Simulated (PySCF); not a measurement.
**Frontier levels across methods**

C₂F₄O.
Cartesian coordinates in Å at the PBE0-D3(BJ)/def2-SVP level; atoms count from 1:
```
atom  x, y, z in Å
O1     1.329    0.734   -1.131
C2     0.756   -0.087   -0.514
F3     1.122   -1.356   -0.450
C4    -0.513    0.128    0.326
F5    -0.289   -0.245    1.581
F6    -1.505   -0.605   -0.167
F7    -0.861    1.398    0.304
```

Basis pcSseg-2 throughout (PySCF), one geometry. Geometry: PBE0-D3(BJ)/def2-SVP; no solvent, vibrations or thermal averaging.

How do the orbital energies, the gap and the dipole change with the method?

| method | kind | HOMO (eV) | LUMO (eV) | gap (eV) | μ (D) | SCF cycles |
| --- | --- | --- | --- | --- | --- | --- |
| OPBE | GGA | -8.24 | -2.83 | 5.41 | 0.79 | 16 |
| BLYP | GGA | -8.29 | -2.94 | 5.35 | 0.77 | 15 |
| KT2 | GGA | -8.53 | -2.97 | 5.55 | 0.76 | 16 |
| B97-2 | global hybrid | -9.83 | -1.96 | 7.87 | 0.77 | 15 |
| CAM-B3LYP | range-separated hybrid | -11.72 | -0.70 | 11.02 | 0.76 | 13 |
| LC-wPBE | range-separated hybrid | -12.99 | 0.65 | 13.64 | 0.77 | 14 |

The HOMO spans 4.75 eV, from OPBE down to LC-wPBE, and the gap runs from 5.35 eV (BLYP) to 13.64 eV (LC-wPBE). The dipole ranges from 0.76 D (CAM-B3LYP) to 0.79 D (OPBE). This basis has no diffuse functions.
